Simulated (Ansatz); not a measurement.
Geometry optimisation, RKS PBE-D4/def2-SVP in Ansatz.

Input:

```yaml
crystal:
  periodic: [false, false, false]
  atoms:
    - { symbol: C, position_ang: [-0.1315, -1.3553, -0.5616] }
    - { symbol: B, position_ang: [0.165, -0.4989, 0.7454] }
    - { symbol: Cl, position_ang: [0.842, -1.3705, 2.1939] }
    - { symbol: B, position_ang: [-0.015, 1.1537, 0.8254] }
    - { symbol: Te, position_ang: [-0.9246, 2.25, -0.9094] }
    - { symbol: H, position_ang: [0.0648, -2.3674, -0.4332] }
    - { symbol: H, position_ang: [0.4377, -0.9097, -1.4201] }
    - { symbol: H, position_ang: [-1.2237, -1.1942, -0.8039] }
    - { symbol: H, position_ang: [0.1912, 1.7445, 1.8595] }
    - { symbol: H, position_ang: [0.6773, 2.4966, -1.4929] }
basis:
  gaussian: { orbitals: def2-SVP }
hamiltonian:
  xc: pbe
  dispersion: d4
relax:
  f_tol: 0.02
  max_steps: 50
```

Run as:

```bash
$ ansatz run input.yaml --threads 2 --pin off --max-ram 3072MiB --backend cpu --events-out ev --progress --plain --runs-dir out
```

Question: Where does it end, and by what steps?

Answer: The forces met the threshold. After 19 steps the energy has fallen by 1.388 eV; Cl3 moved furthest, 1.32 Å.

```json
{"step": "0", "energy less start (eV)": "0.0000", "largest force component (eV/Å)": "2.892", "accepted": "yes"}
{"step": "1", "energy less start (eV)": "-0.1846", "largest force component (eV/Å)": "1.141", "accepted": "yes"}
{"step": "2", "energy less start (eV)": "-0.3396", "largest force component (eV/Å)": "0.570", "accepted": "yes"}
{"step": "3", "energy less start (eV)": "-0.4808", "largest force component (eV/Å)": "1.273", "accepted": "yes"}
{"step": "4", "energy less start (eV)": "-0.6727", "largest force component (eV/Å)": "1.405", "accepted": "yes"}
{"step": "5", "energy less start (eV)": "-0.9344", "largest force component (eV/Å)": "1.030", "accepted": "yes"}
{"step": "6", "energy less start (eV)": "-1.1238", "largest force component (eV/Å)": "0.653", "accepted": "yes"}
{"step": "7", "energy less start (eV)": "-1.2291", "largest force component (eV/Å)": "0.363", "accepted": "yes"}
{"step": "8", "energy less start (eV)": "-1.2925", "largest force component (eV/Å)": "0.348", "accepted": "yes"}
{"step": "9", "energy less start (eV)": "-1.3243", "largest force component (eV/Å)": "0.323", "accepted": "yes"}
{"step": "10", "energy less start (eV)": "-1.3433", "largest force component (eV/Å)": "0.328", "accepted": "yes"}
{"step": "11", "energy less start (eV)": "-1.3564", "largest force component (eV/Å)": "0.227", "accepted": "yes"}
{"step": "12", "energy less start (eV)": "-1.3690", "largest force component (eV/Å)": "0.152", "accepted": "yes"}
{"step": "13", "energy less start (eV)": "-1.3753", "largest force component (eV/Å)": "0.156", "accepted": "yes"}
{"step": "14", "energy less start (eV)": "-1.3817", "largest force component (eV/Å)": "0.121", "accepted": "yes"}
{"step": "15", "energy less start (eV)": "-1.3707", "largest force component (eV/Å)": "0.397", "accepted": "no"}
{"step": "16", "energy less start (eV)": "-1.3864", "largest force component (eV/Å)": "0.082", "accepted": "yes"}
{"step": "17", "energy less start (eV)": "-1.3873", "largest force component (eV/Å)": "0.039", "accepted": "yes"}
{"step": "18", "energy less start (eV)": "-1.3875", "largest force component (eV/Å)": "0.048", "accepted": "yes"}
{"step": "19", "energy less start (eV)": "-1.3877", "largest force component (eV/Å)": "0.014", "accepted": "yes"}
```

```xyz
10
Properties=species:S:1:pos:R:3
C -0.318 -1.407 -0.480
B 0.254 -0.373 0.551
Cl 1.748 -0.777 1.444
B -0.355 1.157 0.872
Te 0.120 2.820 -0.368
H 0.061 -2.439 -0.346
H 0.003 -1.062 -1.491
H -1.427 -1.410 -0.509
H -1.072 1.472 1.804
H 1.069 1.969 -1.475
```

The run took 31 s on 2 threads of INTEL(R) XEON(R) PLATINUM 8581C CPU @ 2.10GHz (Emerald Rapids), with other jobs on the host, peak memory 0.18 GiB.
